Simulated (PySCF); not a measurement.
**Sr⁺: ionisation energy**

Sr⁺ [Kr] 5s1 (2S) → Sr²⁺ [Kr] (1S), as a difference of total energies. All numbers are calculated (PySCF 2.14, scalar relativity by spin-free X2C-1e, in aug-cc-pwCVTZ-X2C with one added diffuse shell each of s, p, d, f type (11s10p8d4f, 109 functions)). Correlated levels: valence and next inner shell: [Ar] 3d10 frozen. The calculations carry no spin-orbit coupling.

```
                                method  ionisation energy (eV)
                                   UHF                  10.446
                                   LDA                  11.365
                                   PBE                  11.191
                                  PBE0                  11.063
                                r2SCAN                  10.868
                                 TPSSh                  10.873
                                 M06-L                  10.264
                             CAM-B3LYP                  11.207
    MP2 (valence and next inner shell)                  10.966
SCS-MP2 (valence and next inner shell)                  10.865
```

How much does correlation contribute at MP2 (valence and next inner shell)?

10.966 − (10.446) = 0.520 eV, measured against UHF.

Errors of the correlated levels include the incompleteness of this basis and the frozen core.

For comparison: 11.030 eV (measured; NIST Atomic Spectra Database, ionization energies).
